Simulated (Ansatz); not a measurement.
`[Cl][Ga]([Br])[Br]` and `[SiH3][O][Ga]([Br])[Br]` differ in one atom or group.

Ansatz, PBE0-D4/def2-TZVP geometries, multiplicity 1. Each molecule was computed in one conformer, which needn't be the lowest.

Scalar relativity is left out up to krypton.

| property | `[Cl][Ga]([Br])[Br]` |
| --- | --- |
| LUMO energy (ωB97M-V/def2-TZVPP) / eV | -0.22 |
| size of the dipole moment (ωB97M-V/def2-TZVPP) / D | 0.26 |
| HOMO energy (B3LYP/def2-TZVPP) / eV | -8.55 |
| LUMO energy (PBE0/def2-TZVPP) / eV | -2.14 |
| HOMO–LUMO gap (B3LYP/def2-TZVPP) / eV | 6.10 |
| size of the dipole moment (B3LYP/def2-TZVPP) / D | 0.30 |

Q: Give the same properties after the change, and the shifts. (An estimate is asked.)

A: Ansatz gave: 
```
                                          property  `[SiH3][O][Ga]([Br])[Br]`  shift
             LUMO energy (ωB97M-V/def2-TZVPP) / eV                      -0.03   0.19
size of the dipole moment (ωB97M-V/def2-TZVPP) / D                       0.30   0.04
               HOMO energy (B3LYP/def2-TZVPP) / eV                      -8.51   0.04
                LUMO energy (PBE0/def2-TZVPP) / eV                      -1.91   0.23
             HOMO–LUMO gap (B3LYP/def2-TZVPP) / eV                       6.29   0.19
  size of the dipole moment (B3LYP/def2-TZVPP) / D                       0.31   0.01
```

With PBE0 the HOMO rises by 0.05 eV and the LUMO rises by 0.23 eV, so the gap widens by about 0.18 eV. PBE moves the HOMO by 0.05 eV and ωB97M-V by 0.03 eV. Dipoles are sizes alone; their direction can turn.

B3LYP here is the variant with VWN-RPA as its local correlation; programs differ in this.

Spin–orbit coupling is left out; it splits and shifts lone-pair levels of the heavy atoms by tenths of an eV.
